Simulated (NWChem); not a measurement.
# C₂H₃I; SMILES C(=C)I

```xyz
6

C     -0.3446     2.4461     0.0000
C      0.5241     1.4413     0.0000
I     -0.0242    -0.5788     0.0000
H     -1.4269     2.2958     0.0000
H      0.0276     3.4758     0.0000
H      1.6076     1.5829     0.0000
```
Atoms are numbered in this order, from 1.

All runs: NWChem. Structure relaxed at the PBE0/def2-SVP level. def2 effective core potentials on I; no spin-orbit coupling.

For level PBE0/def2-TZVPD:

* **highest occupied level (eV)**: -7.11
* **orbital gap (eV)**: 6.29

### Question
Estimate the same quantities for level B3LYP/def2-TZVPD.

### Answer
* **highest occupied level (eV)**: -6.88
* **orbital gap (eV)**: 5.80
